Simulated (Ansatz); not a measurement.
Consider the hydrogenolysis of a C–Al bond: `[CH3][GeH2][CH2][AlH2]` + H₂ → `[CH3][GeH2][CH3]` + `[AlH3]`.

Isolated molecules relaxed with PBE0-D4/def2-TZVP in Ansatz; ΔE leaves out vibrations. CCSD(T)/CBS adds triple-zeta CCSD(T) − MP2 to the extrapolated MP2 energy (def2 sets, frozen cores). This one scheme is used for every species. DFT in def2-TZVPP. B3LYP here is the variant with VWN-RPA as its local correlation; programs differ in this. For Ge outer-core shells are correlated without core-valence functions, which leaves a few kJ/mol of doubt a bond. Scalar relativity is left out up to krypton. One conformer a species, not always the lowest.

| level | ΔE (kJ/mol) |
| --- | --- |
| B3LYP | -25.7 |
| HF/def2-TZVPP | -50.8 |

Problem. What does CCSD(T)/CBS give? (Best estimate.)

Solution. Computed: -6.3 kJ/mol. The listed levels differ from it by -19.4, -44.5 kJ/mol.

Largest T1 diagnostic among the species: 0.011.

The D4 term adds +11.0 kJ/mol with B3LYP and +6.1 kJ/mol with PBE0; it sums over pairs of atoms, weighted by their polarisabilities, and B3LYP, whose exchange is more repulsive, gets the larger term. In def2-TZVPP, CCSD(T) changes the Hartree–Fock value by +40.5 kJ/mol (the triples alone add +7.5 kJ/mol) and MP2 by +46.8 kJ/mol.
